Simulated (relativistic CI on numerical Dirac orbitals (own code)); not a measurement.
Calculated at this level of theory: Dirac-Coulomb-Breit CI, orbitals from a KLI potential per configuration, a model potential for QED, unscaled Slater integrals (own radial code, finite nucleus).

The strongest absorption lines from the ground level of an ion, among the configurations computed and to levels below about 10100 eV (vacuum wavelength in nm, gf): 0.12338 (0.095), 0.12446 (0.053), 0.12768 (0.27), 0.13825 (0.51), 0.15869 (0.3), 0.16389 (1.5), 0.18059 (2.4), 0.19635 (0.14).

(1) Which ion is it?
A. Re LXVI
B. Tb LVI
C. Yb LXI
D. Tb LIV

## Answers

(1) B. Tb LVI has 10 electrons and the ground level 2s²2p⁶ ¹S0; the strongest line goes to 2s²2p⁵3d ¹P°1. The pattern of lines fixes the number of electrons, and along that sequence the line energies rise steadily with the charge (about as its square where n changes within one kind of shell, about linearly where n is kept but much faster in heavy ions where fine structure, which grows about as Z⁴, sets the gap, and irregularly where shells cross), which fixes Z. Configurations outside the model, such as inner-shell arrays, can give stronger lines. At this charge energies of transitions that change n are usually good to better than 1 %, and those within a shell (Δn = 0) to a few per cent.

LS names give the leading component of a level, which can be under half, so a name can repeat, a term be missing and a line seem to break the LS rules.
